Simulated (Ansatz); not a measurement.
`O=[CH][SnH3]` + `O[SiH2][SiH3]` → `O=CO[SiH2][SiH3]` + `[SnH4]`  (substitution at a C–Sn bond)

Gas-phase electronic energies from Ansatz, PBE0-D4/def2-TZVP geometries. CBS: MP2 limit from def2 TZ/QZ plus the TZ coupled-cluster correction, frozen cores. DFT in def2-TZVPP. def2 core potentials past Kr. For Sn outer-core shells are correlated without core-valence functions, which leaves a few kJ/mol of doubt a bond. Each species was taken in one conformer, which may not be the lowest.

CCSD(T)/CBS gives -0.64 eV.

Another level gave -0.70 eV. Which?
A. B97M-V/def2-TZVPP
B. BLYP/def2-TZVPP
C. RPA@PBE/def2-TZVPP
D. BHLYP-D4/def2-TZVPP

C. RPA@PBE/def2-TZVPP -0.70, BHLYP-D4 -0.78, BLYP -0.58, B97M-V -0.84 eV.

What do rigid-rotor, harmonic-oscillator terms from PBE0-D4/def2-TZVP frequencies (298.15 K, 1 bar) make of the CCSD(T)/CBS value? (Estimate.)

The calculation gave: ΔZPE = -0.01 eV, ΔH = -0.67 eV, ΔS = -50 J/(mol·K), ΔG = -0.51 eV. Modes under 50 cm⁻¹ make the entropy rough.

Largest T1 diagnostic among the species: 0.016.

At CCSD(T), def2-SVP lies −0.38 eV from the extrapolated value and def2-TZVPP −0.08 eV. In def2-TZVPP, CCSD(T) changes the Hartree–Fock value by +0.09 eV (the triples alone add −0.01 eV) and MP2 by +0.09 eV.
